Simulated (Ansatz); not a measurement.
`CBBOC` + H–F → `COBF` + `BC` at 500 K and 1 bar (cleavage of the B–B bond).

Program: Ansatz. Geometries: PBE0-D4/def2-TZVP. ΔE: electronic, gas phase. CBS: MP2 limit from def2 TZ/QZ plus the TZ coupled-cluster correction, frozen cores. This one scheme is used for every species. One conformer a species, not always the lowest.

```csv
species,CCSD(T)/CBS energy (Eh),H − E (kJ/mol),S (J/(mol·K))
`CBBOC`,-205.68526,321.9,425.6
H–F,-100.39570,39.4,188.7
`COBF`,-240.31409,185.8,333.5
`BC`,-65.83255,172.2,281.8
```

H − E and S are ideal-gas, rigid-rotor, harmonic terms from PBE0-D4/def2-TZVP, for one conformer and one mirror image of each species. 1 Eh = 2625.50 kJ/mol, R = 8.31446 J/(mol·K).

Problem. By hand: ΔE, ΔH, ΔS and ΔG.

Solution. ΔE = (-240.31409) + (-65.83255) − (-205.68526) − (-100.39570) = -0.06568 Eh = -172.4 kJ/mol. Δ(H − E) = 185.8 + 172.2 − 321.9 − 39.4 = -3.3, so ΔH = -175.7 kJ/mol. ΔS = 333.5 + 281.8 − 425.6 − 188.7 = 1.0 J/(mol·K). ΔG = -175.7 − 500 × (1.0)/1000 = -176.2 kJ/mol.

Problem. By hand: the equilibrium constant, and the temperature at which ΔG would vanish if ΔH and ΔS stayed fixed.

Solution. log₁₀ K = −ΔG/(RT ln 10) = 18.4. ΔH and −TΔS have one sign here, so there is no such temperature.

The number of gas molecules stays the same, so ΔS is small and ΔH decides. A doubt of 5 kJ/mol in ΔE shifts log₁₀ K by 0.5 here. Other conformers and mirror images would add mixing entropy, several J/(mol·K) or more a flexible species. These are equilibria of isolated gas molecules and say nothing of rates. Largest T1 diagnostic: 0.013 (customary marks: 0.02 for closed shells, 0.045 for open ones).

ΔS is within the doubt of such terms, so its sign, and with it that verdict, could turn.
